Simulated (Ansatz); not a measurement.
`BCS[SiH2][SiH3]` + `C[NH][ZnH]` → `B[N](C)[ZnH]` + `CS[SiH2][SiH3]`  (ligand exchange at a B–C bond)

Gas-phase electronic energies from Ansatz, PBE0-D4/def2-TZVP geometries. CCSD(T)/CBS adds triple-zeta CCSD(T) − MP2 to the extrapolated MP2 energy (def2 sets, frozen cores). Functionals use def2-TZVPP. For Zn outer-core shells are correlated without core-valence functions, which leaves a few kJ/mol of doubt a bond. Scalar relativity is left out up to krypton. Each species was taken in one conformer, which may not be the lowest.

```tsv
level	ΔE (kJ/mol)
ωB97M-V	-160.9
MP2/def2-TZVPP	-167.0
```

Q: What does CCSD(T)/CBS give? (An estimate is asked.)

A: The calculation gave: -161.4 kJ/mol. The listed levels differ from it by 0.5, -5.6 kJ/mol.

Largest T1 diagnostic among the species: 0.016.

In def2-TZVPP, CCSD(T) changes the Hartree–Fock value by −9.9 kJ/mol (the triples alone add −2.8 kJ/mol) and MP2 by −9.9 kJ/mol.

CCSD(T)/CBS has its own doubt, a few kJ/mol and more with outer-core shells, so smaller differences from it don't rank the levels.
